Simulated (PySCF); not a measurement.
Run record: geometry optimisation, `C[CH2][AlH2-][NH3+]`.

Computed with PBE0-D3(BJ)/def2-SVP geometry optimisation, gas phase (PySCF 2.14.0). Start geometry: GFN2-xTB. The input is one job of a driver script: a line of settings, then coordinates in Å.

Command:
```bash
OMP_NUM_THREADS=1 python probes_run.py task.json out
```

Input:
```
{"job": {"xc": "PBE0", "basis": "def2-SVP", "d3": "d3bj", "grid": 1, "shake": 0.01, "kind": "geom"}, "charge": 0, "multiplicity": 1}
C      1.970300     0.558760    -0.000440
C      0.977170    -0.462950    -0.596350
Al    -0.578370    -0.788340     0.656180
N     -2.084800     0.324000    -0.136720
H      1.456480     1.545870     0.083080
H      2.835400     0.720350    -0.625830
H      2.278380     0.277890     0.992660
H      0.735230    -0.133990    -1.620660
H      1.548650    -1.385520    -0.724910
H     -0.553250    -0.035500     2.052480
H     -1.336770    -2.152960     0.650060
H     -2.900060     0.182220     0.500630
H     -1.948900     1.328660    -0.185010
H     -2.406620     0.006430    -1.052910
```

Output:
```
step   0  E = -378.97148002  max force = 0.032509
step   1  E = -378.97649829  max force = 0.005405
step   2  E = -378.97692900  max force = 0.002029
step   3  E = -378.97703143  max force = 0.001038
step   4  E = -378.97712631  max force = 0.001306
step   5  E = -378.97725975  max force = 0.002295
step   6  E = -378.97747387  max force = 0.003907
step   7  E = -378.97767659  max force = 0.003950
step   8  E = -378.97796226  max force = 0.002947
step   9  E = -378.97826998  max force = 0.001636
step  10  E = -378.97835884  max force = 0.001205
step  11  E = -378.97841658  max force = 0.000542
step  12  E = -378.97843352  max force = 0.000446
step  13  E = -378.97844740  max force = 0.000453
step  14  E = -378.97845858  max force = 0.000522
step  15  E = -378.97846792  max force = 0.000347
optimisation converged
```

Energies in Eh; «max force» is the largest Cartesian gradient component in Eh/bohr.

Task: Give the first gradient maximum in eV/Å.

Result: With 1 Eh/bohr = 51.422 eV/Å, 1.672 eV/Å.

Summary of the converged run: final energy -378.97847 Eh after 15 steps; dipole 5.27 D.

Task: Where do the atoms end?

Result: 0.553 Å rms from the input after alignment:
```
atom  x, y, z in Å
C1     1.6423    0.7331   -0.1713
C2     1.0452   -0.6556   -0.4023
Al3   -0.6181   -1.0491    0.6139
N4    -1.8404    0.5015   -0.0282
H5     0.9608    1.5430   -0.4930
H6     2.5866    0.9007   -0.7188
H7     1.8556    0.9120    0.8961
H8     0.8731   -0.8216   -1.4829
H9     1.7913   -1.4229   -0.1219
H10   -0.6090   -0.7023    2.1883
H11   -1.5153   -2.2976    0.1337
H12   -2.7486    0.4738    0.4368
H13   -1.4200    1.4095    0.1758
H14   -2.0100    0.4600   -1.0340
```

Hardware: an Arm Neoverse V2 with one thread, shared host with 32 logical CPUs at a one-minute load of 25. Cost: 52 s wall, 0.46 GiB resident at most.
Labels such as C1 count atoms from 1, the log's own numbers from 0.
